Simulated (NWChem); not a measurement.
# Correlation energy of CHF

```
C
F 1 1.3023
H 1 1.1354 2 102.45
```
Charge 0, spin multiplicity 1.

All runs are NWChem calculations. The geometry was optimised at B3LYP/def2-SVP, a minimum by its harmonic frequencies.

Basis set: STO-3G. Each correlation energy counts from its own Hartree-Fock reference.

The correlated methods keep 2 core orbitals frozen. The structure started from a generated list of species. Coupled-cluster values serve here as a point of comparison, not as the truth.

Task: For the correlation energy, CR-CCSD(T) gives -92.5 mHa and CCSDT gives -93.8 mHa. What do CCSD+T(CCSD), CCSD(T) give?

Result: CCSD+T(CCSD): -94.3 mHa; CCSD(T): -92.9 mHa.
